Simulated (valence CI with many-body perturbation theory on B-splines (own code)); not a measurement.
# Level structure of Eu¹²⁺

Computed by relativistic CI+MBPT: five valence electrons over a frozen Dirac-Fock core [Kr] 4d10, a basis of 7 s, 7 p, 7 d, 7 f, 4 g, 2 h functions for each j, with the one-electron correlation potential Σ1, the two-electron term Σ2, the three-electron term Σ3, Breit, model QED; selected CI, second order for the rest, scaled by the run's own slope (own B-spline code, finite nucleus).

No measured spectrum was set against this ion. As an estimate, terms of the open shell hold to a few per cent of their energy, and close levels can change places. Core correlation moves these levels by up to 43000 cm⁻¹, and in measured spectra 5 to 20 % of such shifts remained as error; rates that hang on mixing are uncertain with them. Among the levels kept, up to 720 cm⁻¹ of a level comes from second order outside the variational space, and about a tenth of that is noise between levels of different J, which matters for small intervals.

Levels 46 to 54 of 54, with energies above the lowest level, 4f3 5s2 4I°_9/2. "Leading %" is the weight of the configuration and term that name the level; weights of strongly mixed levels are sums over their largest components and can fall short. Lifetimes count E1, E2, E3, M1 and M2 decay at the calculated energies, and are blank where another channel may lead or the interval is too uncertain; long ones can be off by a factor of two.

| No. | Configuration | Term | J | E (cm⁻¹) | Leading % | Second component | Lifetime |
| --- | --- | --- | --- | --- | --- | --- | --- |
| 46 | 4f4 5s | 6F | 1/2 | 109440 | 96 | 4 % 4f4 5s 4D | 116 μs |
| 47 | 4f4 5s | 6F | 3/2 | 109860 | 95 |  | 95.8 μs |
| 48 | 4f4 5s | 4I | 9/2 | 110330 | 93 | 4 % 4f4 5s 2H | 155 μs |
| 49 | 4f4 5s | 6F | 5/2 | 110660 | 94 |  | 76.6 μs |
| 50 | 4f4 5s | 6F | 7/2 | 111890 | 95 |  | 64.3 μs |
| 51 | 4f4 5s | 6S | 5/2 | 112440 | 94 | 5 % 4f4 5s 4P | 1.76 ms |
| 52 | 4f3 5s2 | 2F° | 7/2 | 112540 | 96 |  |  |
| 53 | 4f4 5s | 4I | 11/2 | 113330 | 90 | 6 % 4f4 5s 4K | 336 μs |
| 54 | 4f4 5s | 6F | 9/2 | 113370 | 93 |  | 46.3 μs |
